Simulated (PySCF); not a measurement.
## Dipole moment and polarisability of B(OH)3

Compound: B(OH)3.
Cartesian coordinates in Å at the PBE0-D3(BJ)/def2-SVP level; atoms count from 1:
```xyz
7
BH3O3 angstrom
B      0.179   -0.129   -0.077
O      1.499   -0.207   -0.387
H      1.936    0.636   -0.242
O     -0.315    1.070    0.378
H     -1.252    1.078    0.582
O     -0.561   -1.264   -0.245
H     -1.487   -1.183   -0.011
```

Level: CAM-B3LYP/def2-SVPD (PySCF), static field, nuclei fixed, core orbitals frozen in the response. The polarisability tensor in these axes (au):

```
x   31.42  0.99 -1.75
y    0.99 28.49  1.62
z   -1.75  1.62 22.97
```

**Question.** What are the eigenvalues, a third of the trace, and Δα (Δα² = ½Σ(αi − αj)² over the three pairs)?

**Answer.** Principal values 22.12, 28.85 and 31.91 au; mean 27.63 au = 4.09 Å³ = 4.55 × 10⁻⁴⁰ C²·m²/J; Δα = 8.67 au (31 % of the mean).

**Question.** What is the dipole moment, and where does it point?

**Answer.** (-2.45, 1.53, 0.98) D, 3.05 D in size, pointing from the negative to the positive side. Measured along this direction, the outermost atoms are O2 at the negative end and H5 at the positive end.

**Question.** Find the Langevin capture rate constant for H3+ (3.023 u) meeting this molecule (62.018 u), k = 2.342 × 10⁻⁹ cm³/s × √(α in Å³ / reduced mass in u).

**Answer.** The reduced mass is 2.88 u, so k = 2.79 × 10⁻⁹ cm³/s. The formula leaves out the permanent dipole, which adds to the capture rate.

**Question.** Along which axes do the principal values lie, and how far do the nuclei extend along each?

**Answer.** Largest value along (0.97, 0.21, -0.15), where the nuclei span 3.72 Å; middle along (-0.16, 0.94, 0.31), 2.56 Å; least along (0.21, -0.27, 0.94), 0.01 Å. The response follows the extents in order.

**Question.** Form Σ f/ω² (atomic units) for the 10 lowest TDDFT singlets, given as eV and f, and set it beside the mean polarisability, which is this sum over all singlets: 7.69, 0.0001; 7.85, 0.0017; 8.32, 0.0273; 8.90, 0.0565; 9.30, 0.0509; 9.64, 0.0085; 9.86, 0.0205; 10.00, 0.0142; 10.19, 0.0003; 10.22, 0.0211.

**Answer.** They add up to 1.76 au, 6.4 % of the 27.63 au; the largest single term is 0.53 au, from the state at 8.90 eV. Terms in order: 0.00, 0.02, 0.29, 0.53, 0.44, 0.07, 0.16, 0.11, 0.00, 0.15 au. Higher excitations give the rest. The strengths listed sum to 0.201.

**Question.** How large is μ²/3kT at 250 K beside α?

**Answer.** In Gaussian units μ²/3kT = 89.78 Å³ against 4.09 Å³, a ratio of 21.93; the Debye molar polarisation (4π/3)N_A(α + μ²/3kT) is 236.8 cm³/mol, leaving out the vibrational part.

The structure is a single PBE0-D3(BJ)/def2-SVP conformer in the gas phase; no vibrational or solvent corrections.

These values come from a run that also computed excited states. The run took 6.7 s on Arm Neoverse V1, one thread, shared host.
